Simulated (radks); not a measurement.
Values are calculated unless marked as measured or tabulated.
Problem. Species: Ru5+. Configuration: [Kr] 4d(3/2: 2, 5/2: 0) 5p(1/2: 1, 3/2: 0) (not the ground configuration). Code: a radial shooting solver on a logarithmic mesh with Libxc functionals. Model: Dirac Kohn-Sham, PBE, spin-unpolarised, spherical densities, finite nucleus; Fermi nuclear charge, rms radius 4.4809 fm. Some entries of the table are withheld. Estimate them.

| orbital | occ. | eigenvalue (eV) | r(max) (bohr) | <r> (bohr) |
|---|---|---|---|---|
| 1s1/2 | 2 | -22004.06 | 0.02171 | 0.03344 |
| 2s1/2 | 2 | -3231.706 | 0.1230 | 0.1453 |
| 2p1/2 | 2 | -2992.146 | 0.09549 | 0.1236 |
| 2p3/2 | 4 | -2861.244 | 0.09948 | 0.1284 |
| 3s1/2 | 2 | -633.7775 | 0.3616 | 0.4021 |
| 3p1/2 | 2 | -540.8938 | 0.3484 | (1) |
| 3p3/2 | 4 | -518.6327 | 0.3579 | (2) |
| 3d3/2 | 4 | -354.4115 | 0.2992 | 0.3813 |
| 3d5/2 | 6 | -350.0663 | 0.3019 | 0.3848 |
| 4s1/2 | 2 | (3) | 0.9042 | 0.9880 |
| 4p1/2 | 2 | -121.7186 | (4) | 1.052 |
| 4p3/2 | 4 | -117.9272 | (5) | 1.076 |
| 4d3/2 | 2 | (6) | 1.099 | 1.276 |
| 4d5/2 | 0 | (7) | 1.107 | 1.284 |
| 5p1/2 | 1 | -45.0690 | 2.275 | 2.415 |
| 5p3/2 | 0 | -44.2542 | 2.318 | 2.457 |

Solution. 
(1) 3p1/2 <r> (bohr): 0.3953
(2) 3p3/2 <r> (bohr): 0.4059
(3) 4s1/2 eigenvalue (eV): -150.4905
(4) 4p1/2 r(max) (bohr): 0.9478
(5) 4p3/2 r(max) (bohr): 0.9699
(6) 4d3/2 eigenvalue (eV): -72.9593
(7) 4d5/2 eigenvalue (eV): -72.4243
